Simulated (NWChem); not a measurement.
# SiH3SO2Cl; SMILES Cl[Si](O)(O)S

```xyz
8

O     -1.3097     0.0164    -1.3719
Si    -0.3740    -0.0037    -0.0047
O     -1.3864     0.0291     1.3136
S      0.8133    -1.7777     0.0214
Cl     0.8725     1.6728     0.0161
H     -1.8627     0.8124    -1.4745
H     -0.9451     0.1164     2.1770
H      1.7673    -1.2348    -0.7857
```
Atoms are numbered in this order, from 1.

Results from NWChem. Geometry: optimised at PBE-D3(BJ)/def2-SVP. Vertical excitations in the gas phase; the lowest state need not have the same character in each row.

For level Hartree-Fock/def2-SVP, TDHF:

```yaml
lowest excitation, singlet (eV): 6.98
orbital gap (eV): 14.67
```

**Question.** Estimate the same quantities for level B3LYP/def2-SVP, full TDDFT.

**Answer.** 
| Quantity | Value |
|---|---|
| lowest excitation, singlet (eV) | 6.28 |
| orbital gap (eV) | 7.66 |
